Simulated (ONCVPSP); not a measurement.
Before and after: ONCV potential for scandium

| Item | Value |
| --- | --- |
| Element | Sc (Z = 21) |
| Generator | ONCVPSP 4.0.1 |
| Type | optimised norm-conserving Vanderbilt (ONCV) |
| Functional | LDA (Perdew-Wang 92) |
| Relativity | scalar-relativistic |
| Frozen core | [Ar] |
| Valence charge | 3 |
| Reference configuration | 3d1 4s2 |
| Partial waves | 4s: rc 2.70 bohr, ncon 4, nbas 7, qcut 2.5 1/bohr, 2 projectors, debl 3.1 Ha; p scattering state at 0.15 Ha: rc 2.25 bohr, ncon 4, nbas 7, qcut 3.2 1/bohr, 2 projectors, debl 2.5 Ha; 3d: rc 2.35 bohr, ncon 4, nbas 8, qcut 7.6 1/bohr, 2 projectors, debl 2.9 Ha |
| Local potential | polynomial inside 1.75 bohr (lpopt 5, dvloc0 0 Ha) |
| Core correction | Teter function, fcfact 1.75, rcfact 1.45 |

Change: core correction Teter function, fcfact 1.9, rcfact 1.45.

Cutoffs: the cutoffs (Ha) at which the residual kinetic energy of the hardest occupied pseudo-wave falls to 1 and 0.1 mHa per electron; they do not see the model core or the augmentation charge, which bear on the density cutoff. Errors are all-electron minus pseudo energies relative to the spin-unpolarised reference configuration.

Task: Predict the effect on cutoff, ghosts and configuration errors.

Result: The potential gets neither clearly harder nor softer (19 Ha and 22 Ha → 19 Ha and 22 Ha); both files keep a bound ghost (p); of the 4 tests that both files solve, the error grows in 1 and shrinks in 2 by more than 15 % and 0.3 meV (median size 1.1 → 1.5 meV). A model core, the more so a compact one, raises the density cutoff, which this test does not measure.

| quantity | base | changed |
| --- | --- | --- |
| cutoff, loose | 19 Ha | 19 Ha |
| cutoff, tight | 22 Ha | 22 Ha |
| bound ghosts | p | p |
| GHOST(+) flags under 300 eV | s at 46.8 eV | s at 46.8 eV |
| error for 3d1 4s1, meV [ΔE 7.06 eV] | +1.0 | -0.2 |
| error for 3d1 4s0, meV [ΔE 20.02 eV] | +1.1 | -10 |
| error for 3d1 4s1.5, meV [ΔE 2.82 eV] | +0.1 | -0.1 |
| error for 3d1 4s0 4p2, meV [ΔE 5.82 eV] | +4.7 | +2.8 |
| s: phases at 2.74 bohr within 0.05 rad from the reference energy up to (Ha; the scan ends near 5) | 1.3 | 1.3 |
| p: phases at 2.29 bohr within 0.05 rad from the reference energy up to (Ha; the scan ends near 5) | 4.4 | 4.4 |
| d: phases at 2.39 bohr within 0.05 rad from the reference energy up to (Ha; the scan ends near 5) | 1.0 | 1.0 |
| rms error of d²Exc/dni dnj with the model core, mHa | 25.62 | 25.04 |

 A true bound ghost makes a file unfit for plane-wave use even where its test errors are small: the radial tests pick states by their node count and pass the ghost by.
